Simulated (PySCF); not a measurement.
F₄Si, SMILES F[Si-](F)(F)F (connectivity only; charge and spin as stated), charge -1, multiplicity 2. Coordinates come from a PBE-D3(BJ)/def2-SVPD optimisation.

The numbers are results of PBE-D3(BJ)/def2-SVPD run with PySCF 2.14.0, not measurements.

Harmonic wavenumbers (cm⁻¹): 169, 214, 282, 353, 364, 491, 713, 716, 744. Rotational constants (GHz): 5.009, 3.431, 2.801; symmetry number 2.

Work out the zero-point energy and the ideal-gas rigid-rotor harmonic-oscillator thermochemistry at 298.15 K and 1 atm.

ZPE = ½ Σ hcν = ½ × 4045 cm⁻¹ = 24.19 kJ/mol. H − E(el) = 41.56 kJ/mol. Entropy in J/(mol K): translation 166.68, rotation 104.29, vibration 40.83, spin 5.76, total 317.57. G − E(el) = -53.12 kJ/mol. Cp = 84.08 J/(mol K).
